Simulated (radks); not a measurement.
The numbers below are computed, except where a source is named.
Question: Ionisation of Cu+, [Ar] 3d10, to Cu2+, [Ar] 3d9, under several functionals. Scalar-relativistic Kohn-Sham, spin-polarised, spherical densities, finite nucleus; open shells are filled with parallel spins first; a radial shooting solver on a logarithmic mesh with Libxc functionals. The NIST Atomic Spectra Database gives 20.292 eV (measured). Rank these functionals by the error of their Delta-SCF ionisation energy: AM05; exchange-only B88; Wu-Cohen GGA; exchange-only PBE; r2SCAN; HCTH/407; PBEsol; LDA (Slater exchange, Perdew-Zunger correlation).

Answer: From best to worst: exchange-only PBE 20.083 eV (-0.210); exchange-only B88 20.040 eV (-0.252); r2SCAN 21.032 eV (+0.739); PBEsol 21.052 eV (+0.760); AM05 21.056 eV (+0.764); Wu-Cohen GGA 21.079 eV (+0.787); HCTH/407 21.430 eV (+1.137); LDA (Slater exchange, Perdew-Zunger correlation) 21.445 eV (+1.153). Open shells are spherical and high-spin; term and fine-structure splittings are not resolved.
